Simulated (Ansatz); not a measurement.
Isolated molecules relaxed with PBE0-D4/def2-TZVP in Ansatz; ΔE leaves out vibrations. CBS: MP2 limit from def2 TZ/QZ plus the TZ coupled-cluster correction, frozen cores. This one scheme is used for every species. Functionals use def2-TZVPP. def2 core potentials past Kr. For Ta outer-core shells are correlated without core-valence functions, which leaves a few kJ/mol of doubt a bond. One conformer a species, not always the lowest.

Reaction (ligand exchange at a Ta–N bond): `[NH2][Ta]([NH2])([NH2])=[O]` + H–F → `[NH2][Ta]([NH2])(=[O])[F]` + NH₃

(1) Is it downhill or uphill in electronic energy at CCSD(T)/CBS, and by how much? (An estimate is asked.)

(2) What do these levels give: BLYP-D4, r2SCAN-D4, r2SCANh-D4, BHLYP-D4, PBE, PBE0, RPA@PBE/def2-TZVPP, CCSD(T)/def2-SVP, HF/def2-TZVPP, CCSD(T)/def2-TZVPP, HF/def2-QZVPP, HF/CBS(def2)? (Best estimate.)

(3) What do rigid-rotor, harmonic-oscillator terms from PBE0-D4/def2-TZVP frequencies (298.15 K, 1 bar) make of the CCSD(T)/CBS value? (Estimate.)

Largest T1 diagnostic among the species: 0.020.

## Answers

(1) Ansatz gave: Downhill: ΔE = -21.7 kcal/mol.

(2) The calculation gave: BLYP-D4 -24.9, r2SCAN-D4 -25.5, r2SCANh-D4 -24.9, BHLYP-D4 -24.3, PBE -24.9, PBE0 -24.1, RPA@PBE/def2-TZVPP -22.5, CCSD(T)/def2-SVP -25.3, HF/def2-TZVPP -26.2, CCSD(T)/def2-TZVPP -22.3, HF/def2-QZVPP -26.3, HF/CBS(def2) -26.3 kcal/mol.

(3) Computed: ΔZPE = +1.7 kcal/mol, ΔH = -20.5 kcal/mol, ΔS = 7 J/(mol·K), ΔG = -21.0 kcal/mol.

Leaving LDA and LC-ωPBE aside and taking each functional with its dispersion term where it has one, the values, not all of them listed here, spread over 4.0 kcal/mol, from B97M-V to PBE-QIDH. LDA lies +2.3 kcal/mol from PBE without D4. The D4 term adds +1.5 kcal/mol with B3LYP and +0.8 kcal/mol with PBE0; it sums over pairs of atoms, weighted by their polarisabilities, and B3LYP, whose exchange is more repulsive, gets the larger term.

B3LYP here is the variant with VWN-RPA as its local correlation; programs differ in this.
